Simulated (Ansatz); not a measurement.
Consider the hydrogenolysis of a C–C bond: `C[CH2][In]([F])[F]` + H₂ → `[CH3][In]([F])[F]` + CH₄.

Gas-phase electronic energies from Ansatz, PBE0-D4/def2-TZVP geometries. CCSD(T)/CBS adds triple-zeta CCSD(T) − MP2 to the extrapolated MP2 energy (def2 sets, frozen cores). This one scheme is used for every species. DFT in def2-TZVPP. B3LYP here is the variant with VWN-RPA as its local correlation; programs differ in this. Elements past krypton have def2 core potentials. For In outer-core shells are correlated without core-valence functions, which leaves a few kJ/mol of doubt a bond. Each species was taken in one conformer, which may not be the lowest.

Question: Is it downhill or uphill in electronic energy at CCSD(T)/CBS, and by how much? (Best estimate.)

Answer: The calculation gave: Downhill: ΔE = -0.82 eV.

Question: What do these levels give: PBE-QIDH, PBE, B3LYP, CAM-B3LYP, RPA@PBE/def2-TZVPP, MP2/def2-QZVPP? (Best estimate.)

Answer: The calculation gave: PBE-QIDH -0.87, PBE -0.85, B3LYP -0.93, CAM-B3LYP -0.93, RPA@PBE/def2-TZVPP -0.81, MP2/def2-QZVPP -0.80 eV.

Largest T1 diagnostic among the species: 0.016.

The D4 term adds +0.08 eV with B3LYP and +0.04 eV with PBE0; it sums over pairs of atoms, weighted by their polarisabilities, and B3LYP, whose exchange is more repulsive, gets the larger term. From PBE to PBE0 (25 % exact exchange), in def2-TZVPP and without D4, ΔE moves by −0.04 eV.
